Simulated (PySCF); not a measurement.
## [Ce(H2O)2]3+ relaxed at several levels

Computed with PySCF 2.14.0, def2-SVP on the ligands, density fitting, scalar-relativistic core potentials, no spin-orbit coupling, vacuum. Each row is relaxed at its own level from the same template. Distances are means of the shortest metal–ligand contacts, charges and spins Mulliken's; removal energies are rigid, with the ligand's formal charge and no counterpoise, so too large; for an anion taken off a cation in vacuum most of it is the attraction of opposite charges, and multiply charged cations can part far more cheaply with an electron moved from ligand to metal. lcecp potentials hold a fixed number of 4f electrons in the core, out of states, spins and gaps.

```json
{"level": "TPSS", "basis on the metal": "lcecp-1-SVP with ECP47", "point group": "C1", "M–H2O (Å)": "2.353", "charge on M (e)": "2.25", "removal of one H2O (eV)": "3.96", "strongest infrared band, degenerate modes summed (cm⁻¹)": "–", "unstable modes (below −25 cm⁻¹)": "not given"}
```

(1) What does the calculation give for PBE0, lcecp-1-SVP with ECP47?

Moved off a saddle point of the template and relaxed again: PBE0, TPSS. One start shape was tried for each, so a minimum needn't be the lowest isomer.

Answers

(1) point group: C2, M–H2O (Å): 2.342, charge on M (e): 2.31, removal of one H2O (eV): 3.94, strongest infrared band, degenerate modes summed (cm⁻¹): 3527, unstable modes (below −25 cm⁻¹): 0.
```xyz
7

Ce    0.0128   -1.0894    0.0004
O    -0.0830    0.1791    1.9671
H     0.1087    1.1411    2.1080
H    -0.3139   -0.1307    2.8801
O     0.0620    0.1822   -1.9665
H     0.3230   -0.1167   -2.8751
H    -0.1855    1.1305   -2.1142
```
